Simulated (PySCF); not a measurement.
SMILES B/C=C\[Si](C)(C)C (GFN2-xTB optimised geometry):

```
20

B      1.766    -2.005     0.000
C      0.227    -2.005     0.000
C     -0.574    -0.926     0.000
Si    -0.064     0.902    -0.022
C      0.734     1.402     1.640
C     -1.671     1.908    -0.254
C      1.109     1.275    -1.481
H      2.341    -2.956    -0.371
H      2.372    -1.082     0.384
H     -0.269    -2.974    -0.031
H     -1.648    -1.098    -0.024
H      1.651     0.852     1.821
H      0.065     1.204     2.473
H      0.974     2.461     1.657
H     -2.172     1.651    -1.182
H     -1.467     2.974    -0.278
H     -2.372     1.730     0.556
H      0.638     1.042    -2.433
H      1.392     2.324    -1.504
H      2.017     0.686    -1.414
```

Level of theory: PBE0/def2-SVP in PySCF.

Q: What are the frontier orbital energies and the dipole moment?

A: HOMO-2 -8.43 eV, HOMO-1 -8.11 eV, HOMO -7.85 eV, LUMO -2.11 eV, LUMO+1 0.91 eV; dipole moment 1.08 D.

Meta-Löwdin charges at PBE0/def2-SVP: B1 -0.01, C2 -0.17, C3 -0.26, Si4 0.87, C5 -0.55, C6 -0.55, C7 -0.55, H8 0.00, H9 0.00, H10 0.10, H11 0.11, H12 0.12, H13 0.11, H14 0.11, H15 0.11, H16 0.11, H17 0.11, H18 0.11, H19 0.11, H20 0.12.
